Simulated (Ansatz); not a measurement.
The same molecule with X = F, Cl, Br. Ansatz, PBE0-D4/def2-TZVP geometries, multiplicity 1. Each molecule was computed in one conformer, which needn't be the lowest.

Scalar relativity is left out up to krypton. Spin–orbit coupling is left out; it splits and shifts lone-pair levels of the heavy atoms by tenths of an eV.

| X | molecule | mean X–C bond length / Å | HOMO energy (PBE0/def2-TZVPP) / eV | LUMO energy (PBE0/def2-TZVPP) / eV | HOMO–LUMO gap (B3LYP/def2-TZVPP) / eV |
| --- | --- | --- | --- | --- | --- |
| Cl | `C/C=C(\O)Cl` | 1.736 | -6.56 | 0.61 | 6.64 |
| Br | `C/C=C(\O)Br` | 1.901 | -6.61 | -0.04 | 6.07 |

Give the row for X = F, `C/C=C(\O)F`. (An estimate is asked.)

Ansatz gave: 
```tsv
X	molecule	mean X–C bond length / Å	HOMO energy (PBE0/def2-TZVPP) / eV	LUMO energy (PBE0/def2-TZVPP) / eV	HOMO–LUMO gap (B3LYP/def2-TZVPP) / eV
F	`C/C=C(\O)F`	1.341	-6.51	0.99	6.90
```

From F to Br the mean X–C bond length rises at each step, by 0.560 Å in all; the HOMO energy (PBE0/def2-TZVPP) falls at each step, by 0.10 eV in all; the LUMO energy (PBE0/def2-TZVPP) falls at each step, by 1.03 eV in all; the HOMO–LUMO gap (B3LYP/def2-TZVPP) falls at each step, by 0.83 eV in all. Bonds lengthen as the atom grows down the group.

Positive LUMOs are unbound, so they and the gaps depend on the basis.

B3LYP here is the variant with VWN-RPA as its local correlation; programs differ in this.
